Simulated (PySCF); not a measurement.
fluoromethyl(silyloxy)silane (CH₇FOSi₂), SMILES FC[SiH2]O[SiH3]. Atoms are numbered in the order given.

```xyz
12

F     -3.1394     0.1226     0.0152
C     -1.9455    -0.5956     0.0438
Si    -0.5111     0.6419    -0.0340
O      0.8961    -0.2382     0.0014
Si     2.5550    -0.2962     0.0037
H     -1.9227    -1.2963    -0.8105
H     -1.9081    -1.2013     0.9674
H     -0.5846     1.5624     1.1351
H     -0.6046     1.4327    -1.2931
H      3.0958     0.4483     1.1779
H      3.0943     0.3114    -1.2474
H      2.9737    -1.7214     0.0838
```
Charge 0, spin multiplicity 1.

The structure is a stationary point at B3LYP-D3(BJ)/def2-SVP. One conformer was computed; it need not be the lowest.

Computed with PySCF with SMD-B3LYP/def2-SVP.

Solvation free energies are E(SMD) − E(gas) at the gas-phase geometry, for 1 M in both phases. In vacuum the dipole moment is 1.59 D.

Computed solvation free energies in water, methanol, acetone:
```csv
solvent,ΔG(solv) (kcal/mol),its non-electrostatic (CDS) part,dipole (D)
water,1.7,4.5,1.88
methanol,-2.3,0.4,1.87
acetone,-2.4,0.1,1.87
```
